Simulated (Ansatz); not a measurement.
Cost and result for the atomization energy of C₂H₁₀Si₂ (`C[SiH](C)[SiH3]`) (14 atoms, 13 bonds).

Z-matrix (Å, degrees):
```
C
Si 1 1.877
H 1 1.092 2 111.2
H 1 1.093 2 110.6 3 120.0
H 1 1.093 2 110.9 3 -120.2
C 2 1.877 1 110.8 3 -178.6
Si 2 2.344 1 110.1 3 59.2
H 2 1.494 1 109.0 3 -58.7
H 6 1.092 2 111.2 1 178.6
H 6 1.093 2 110.6 1 58.6
H 6 1.093 2 110.9 1 -61.2
H 7 1.490 2 111.3 1 -179.5
H 7 1.491 2 110.5 1 60.8
H 7 1.490 2 111.3 1 -58.9
```

Total charge 0; spin multiplicity 1. All single points use the PBE0-D4/def2-TZVP geometry. Program: Ansatz. All runs use 4 threads of an INTEL XEON PLATINUM 8581C on a shared host. Times are those of one run each, without the atoms' runs, and a repeat can differ threefold. Electronic energies, without spin–orbit coupling; frozen cores. CCSD(T)/CBS adds CCSD(T) − MP2 in def2-TZVPP to the MP2 limit, and its time is that of the two runs behind it. T1 = 0.011. B3LYP takes the VWN-RPA correlation (the form of Gaussian; ORCA's B3LYP/G). HSE06 is the plane-wave form, built on full-range PBE exchange.

CCSD(T)/CBS is a level of theory with its own doubt, some kJ/mol a heavy atom from the limit and from the frozen cores, so smaller differences don't rank the functionals.

| level | functions | wall time | atomization (kcal/mol) | difference from CCSD(T)/CBS | per bond |
| --- | --- | --- | --- | --- | --- |
| BLYP-D4/def2-TZVPP | 286 | 1.4 s | 1132.0 | -12.3 | -0.9 |
| revPBE-D4/def2-TZVPP | 286 | 1.4 s | 1126.9 | -17.4 | -1.3 |
| PBE0-D4/def2-TZVPP | 286 | 2.1 s | 1139.8 | -4.5 | -0.3 |
| CCSD(T)/def2-SVP | 114 | 2.2 s | 1084.1 | -60.2 | -4.6 |
| HSE06-D4/def2-TZVPP | 286 | 2.3 s | 1140.3 | -4.0 | -0.3 |
| CAM-B3LYP-D4/def2-TZVPP | 286 | 2.4 s | 1147.8 | 3.5 | 0.3 |
| r2SCAN-D4/def2-TZVPP (with forces) | 286 | 2.5 s | 1144.7 | 0.4 | 0.0 |
| B3LYP-D4/def2-TZVPP (with forces) | 286 | 3.2 s | 1144.5 | 0.2 | 0.0 |
| B97M-V/def2-TZVPP | 286 | 4.3 s | 1148.9 | 4.6 | 0.4 |
| ωB97M-V/def2-TZVPP (with forces) | 286 | 6.5 s | 1145.0 | 0.7 | 0.1 |
| MP2/def2-QZVPP | 554 | 17 s | 1130.0 | -14.3 | -1.1 |
| CCSD(T)/def2-TZVPP | 286 | 71 s | 1119.5 | -24.8 | -1.9 |
| CCSD(T)/CBS(def2) | – | 87 s | 1144.3 | 0.0 | 0.0 |

In def2-TZVPP, CCSD(T) changes the Hartree–Fock value by +238.5 kcal/mol (the triples alone add +10.0 kcal/mol) and MP2 by +234.4 kcal/mol; breaking electron pairs costs correlation energy, which Hartree–Fock lacks. The D4 term adds +10.8 kcal/mol with B3LYP and +5.8 kcal/mol with PBE0; it sums over pairs of atoms, weighted by their polarisabilities, and B3LYP, whose exchange is more repulsive, gets the larger term. From PBE to PBE0 (25 % exact exchange), in def2-TZVPP and without D4, the atomization energy moves by −3.0 kcal/mol: exact exchange takes away binding that semilocal exchange gives to molecules.
